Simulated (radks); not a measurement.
Values are calculated unless marked as measured or tabulated.
The gold ion Au5+ is in [Xe] 4f14 5d6. Level of theory: scalar-relativistic Kohn-Sham, PBEsol, spin-polarised, spherical densities, finite nucleus; Fermi nuclear charge, rms radius of each element as measured or else 0.836 A^(1/3) + 0.57 fm (a radial shooting solver on a logarithmic mesh with Libxc functionals). Open shells are filled with parallel spins first. One electron is removed from 5p, 5d, 4f, 5s in turn, with full relaxation. Which removal costs least, and what does each cost?

Answer. 5d 75.831 eV; 5p 135.04 eV; 4f 166.38 eV; 5s 185.85 eV. The 5d electron leaves first.
